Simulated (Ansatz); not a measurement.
Process, species as SMILES: O=[SiH] (O-SiH) → H atom + O atom + Si atom
B3LYP-D3(BJ)/def2-TZVP geometries, fixed; electronic energies without zero-point terms.
Largest species:
```xyz
3

Si    -0.0147    -0.5041    -0.0112
O     -0.1485     1.0191     0.0164
H      1.3936    -1.0954     0.0249
```
Charge 0, spin multiplicity 2.

How fast the atomisation energy converges with the basis for several methods (Ansatz, an electronic-structure program): deviation from each method's own reference, in kcal/mol. References: B2PLYP 219.05 kcal/mol, the value in pcseg-4; CCSD(T) 216.12 kcal/mol, Hartree-Fock in cc-pV(Q+d)Z plus the correlation part extrapolated as X^-3 from cc-pV(T+d)Z and cc-pV(Q+d)Z; HF 130.61 kcal/mol, the value in aug-pcseg-3; MP2 226.93 kcal/mol, Hartree-Fock in aug-cc-pV(Q+d)Z plus the correlation part extrapolated as X^-3 from aug-cc-pV(T+d)Z and aug-cc-pV(Q+d)Z; PBE 224.69 kcal/mol, the value in pcseg-4; PBE0 211.55 kcal/mol, the value in pcseg-4. Cartesian d functions, on some or all atoms, in 6-311G**, 6-311+G**; all else is spherical. In correlated methods cores are frozen. Open shells are unrestricted. No added dispersion term, no relativity. 

| basis | functions | B2PLYP | CCSD(T) | HF | MP2 | PBE | PBE0 |
|---|---|---|---|---|---|---|---|
| pcseg-0 | 24 | … | -66.05 | -55.42 | -81.60 | -35.32 | -41.57 |
| def2-SV(P) | 34 | … | -32.40 | -13.66 | -34.34 | -8.05 | -9.92 |
| 6-311G** | 51 | … | -23.63 | -13.67 | -26.90 | -8.65 | -10.17 |
| 6-311+G** | 59 | … | -21.63 | -11.88 | -24.25 | -8.70 | -9.56 |
| aug-pcseg-1 | 59 | … | -21.06 | -7.31 | -20.17 | -7.76 | -7.50 |
| 6-311++G(2d,2p) | 72 | … | -16.69 | -4.87 | -16.49 | -3.69 | -3.93 |
| def2-TZVP | 74 | … | -10.93 | -2.11 | -11.66 | -1.27 | -1.58 |
| def2-TZVPP | 87 | … | -9.11 | -1.91 | -9.83 | -1.04 | -1.38 |
| 6-311++G(3df,3pd) | 104 | … | -7.98 | -1.56 | -8.40 | -1.19 | -1.24 |
| def2-TZVPPD | 105 | … | -8.26 | -1.50 | -8.70 | -0.81 | -1.06 |
| aug-cc-pV(T+d)Z | 124 | … | -6.93 | -1.45 | -7.24 | -0.77 | -0.93 |
| cc-pV(Q+d)Z | 149 | … | -3.38 | -0.68 | -4.10 | 0.34 | -0.03 |

Question: What belongs in the gaps?

Answer: 
- pcseg-0, B2PLYP: -50.04
- def2-SV(P), B2PLYP: -16.97
- 6-311G**, B2PLYP: -14.47
- 6-311+G**, B2PLYP: -13.12
- aug-pcseg-1, B2PLYP: -11.66
- 6-311++G(2d,2p), B2PLYP: -7.25
- def2-TZVP, B2PLYP: -4.18
- def2-TZVPP, B2PLYP: -3.48
- 6-311++G(3df,3pd), B2PLYP: -2.93
- def2-TZVPPD, B2PLYP: -2.90
- aug-cc-pV(T+d)Z, B2PLYP: -2.49
- cc-pV(Q+d)Z, B2PLYP: -0.83

Mean absolute deviation over 6-311G**, 6-311+G**, 6-311++G(2d,2p), def2-TZVP, def2-TZVPP, 6-311++G(3df,3pd), def2-TZVPPD, aug-cc-pV(T+d)Z: PBE 3.27, PBE0 3.73, HF 4.87, B2PLYP 6.35, CCSD(T) 13.15, MP2 14.18 kcal/mol.
